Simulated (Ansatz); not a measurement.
Breaking a bond: H₆Al₂O₄, singlet. The Al1–O11 bond (Al1 also carries Al, H, H, O; O11 carries H) is varied alone, starting from the PBE0/def2-SVP optimised geometry.

Levels: RKS-PBE = restricted PBE/cc-pVDZ in Ansatz (a program for electronic structure); UKS-PBE = unrestricted PBE/cc-pVDZ (Ansatz); RKS-PBE0 = restricted PBE0/cc-pVDZ run with Ansatz; UCCSD(T) = CCSD(T) on UHF/cc-pVDZ, frozen core run with Ansatz.

Energies relative to the lowest point of each curve near equilibrium, in kcal/mol; the last columns give the difference from UCCSD(T):

```json
[
 {"R / Å": "1.40", "RKS-PBE": "59.2", "UKS-PBE": "59.2", "RKS-PBE0": "56.4", "UCCSD(T)": "59.7", "RKS-PBE − UCCSD(T)": "-0.6", "UKS-PBE − UCCSD(T)": "-0.6", "RKS-PBE0 − UCCSD(T)": "-3.3"},
 {"R / Å": "1.50", "RKS-PBE": "23.9", "UKS-PBE": "23.9", "RKS-PBE0": "21.9", "UCCSD(T)": "23.7", "RKS-PBE − UCCSD(T)": "0.1", "UKS-PBE − UCCSD(T)": "0.1", "RKS-PBE0 − UCCSD(T)": "-1.9"},
 {"R / Å": "1.59", "RKS-PBE": "7.5", "UKS-PBE": "7.5", "RKS-PBE0": "6.3", "UCCSD(T)": "7.3", "RKS-PBE − UCCSD(T)": "0.3", "UKS-PBE − UCCSD(T)": "0.3", "RKS-PBE0 − UCCSD(T)": "-0.9"},
 {"R / Å": "1.63", "RKS-PBE": "3.6", "UKS-PBE": "3.6", "RKS-PBE0": "2.7", "UCCSD(T)": "3.3", "RKS-PBE − UCCSD(T)": "0.3", "UKS-PBE − UCCSD(T)": "0.3", "RKS-PBE0 − UCCSD(T)": "-0.6"},
 {"R / Å": "1.70", "RKS-PBE": "0.3", "UKS-PBE": "0.3", "RKS-PBE0": "0.0", "UCCSD(T)": "0.1", "RKS-PBE − UCCSD(T)": "0.1", "UKS-PBE − UCCSD(T)": "0.1", "RKS-PBE0 − UCCSD(T)": "-0.1"},
 {"R / Å": "1.74", "RKS-PBE": "0.0", "UKS-PBE": "0.0", "RKS-PBE0": "0.1", "UCCSD(T)": "0.0", "RKS-PBE − UCCSD(T)": "0.0", "UKS-PBE − UCCSD(T)": "0.0", "RKS-PBE0 − UCCSD(T)": "0.1"},
 {"R / Å": "1.83", "RKS-PBE": "2.6", "UKS-PBE": "2.6", "RKS-PBE0": "3.4", "UCCSD(T)": "2.9", "RKS-PBE − UCCSD(T)": "-0.4", "UKS-PBE − UCCSD(T)": "-0.4", "RKS-PBE0 − UCCSD(T)": "0.5"},
 {"R / Å": "1.92", "RKS-PBE": "8.1", "UKS-PBE": "8.1", "RKS-PBE0": "9.8", "UCCSD(T)": "9.1", "RKS-PBE − UCCSD(T)": "-0.9", "UKS-PBE − UCCSD(T)": "-0.9", "RKS-PBE0 − UCCSD(T)": "0.7"},
 {"R / Å": "2.03", "RKS-PBE": "17.3", "UKS-PBE": "17.3", "RKS-PBE0": "19.9", "UCCSD(T)": "19.1", "RKS-PBE − UCCSD(T)": "-1.7", "UKS-PBE − UCCSD(T)": "-1.7", "RKS-PBE0 − UCCSD(T)": "0.9"},
 {"R / Å": "2.26", "RKS-PBE": "39.6", "UKS-PBE": "39.6", "RKS-PBE0": "44.2", "UCCSD(T)": "43.3", "RKS-PBE − UCCSD(T)": "-3.8", "UKS-PBE − UCCSD(T)": "-3.8", "RKS-PBE0 − UCCSD(T)": "0.8"},
 {"R / Å": "2.50", "RKS-PBE": "61.8", "UKS-PBE": "61.8", "RKS-PBE0": "68.5", "UCCSD(T)": "68.5", "RKS-PBE − UCCSD(T)": "-6.7", "UKS-PBE − UCCSD(T)": "-6.7", "RKS-PBE0 − UCCSD(T)": "0.0"},
 {"R / Å": "2.81", "RKS-PBE": "85.4", "UKS-PBE": "85.4", "RKS-PBE0": "94.7", "UCCSD(T)": "94.7", "RKS-PBE − UCCSD(T)": "-9.3", "UKS-PBE − UCCSD(T)": "-9.3", "RKS-PBE0 − UCCSD(T)": "0.0"},
 {"R / Å": "3.17", "RKS-PBE": "105.2", "UKS-PBE": "103.0", "RKS-PBE0": "117.3", "UCCSD(T)": "112.1", "RKS-PBE − UCCSD(T)": "-6.9", "UKS-PBE − UCCSD(T)": "-9.1", "RKS-PBE0 − UCCSD(T)": "5.2"},
 {"R / Å": "3.56", "RKS-PBE": "119.7", "UKS-PBE": "112.6", "RKS-PBE0": "134.5", "UCCSD(T)": "117.5", "RKS-PBE − UCCSD(T)": "2.2", "UKS-PBE − UCCSD(T)": "-4.9", "RKS-PBE0 − UCCSD(T)": "17.0"},
 {"R / Å": "4.12", "RKS-PBE": "132.4", "UKS-PBE": "119.0", "RKS-PBE0": "150.3", "UCCSD(T)": "119.2", "RKS-PBE − UCCSD(T)": "13.3", "UKS-PBE − UCCSD(T)": "-0.2", "RKS-PBE0 − UCCSD(T)": "31.2"},
 {"R / Å": "4.86", "RKS-PBE": "140.7", "UKS-PBE": "122.3", "RKS-PBE0": "161.5", "UCCSD(T)": "119.8", "RKS-PBE − UCCSD(T)": "21.0", "UKS-PBE − UCCSD(T)": "2.5", "RKS-PBE0 − UCCSD(T)": "41.7"}
]
```

RKS-PBE is furthest from UCCSD(T) at 4.86 (21.0 kcal/mol, above); its mean absolute difference over the points is 4.2 kcal/mol.

UKS-PBE is furthest from UCCSD(T) at 2.81 (-9.3 kcal/mol, below); its mean absolute difference over the points is 2.5 kcal/mol.

RKS-PBE0 is furthest from UCCSD(T) at 4.86 (41.7 kcal/mol, above); its mean absolute difference over the points is 6.6 kcal/mol.

The restricted form behind RKS-PBE, RKS-PBE0 keeps the bonding electrons paired and can't separate into open-shell fragments. The unrestricted determinant behind UKS-PBE is spin-contaminated at 3.17 to 4.86 Å (<S²> up to 0.9, against 0.00 for a pure singlet). The unrestricted solution behind UCCSD(T) changes between 2.50 and 2.81 Å, which can leave a kink. The unrestricted determinant behind UCCSD(T) is spin-contaminated at 2.50 to 4.86 Å (<S²> up to 1.0, against 0.00 for a pure singlet).
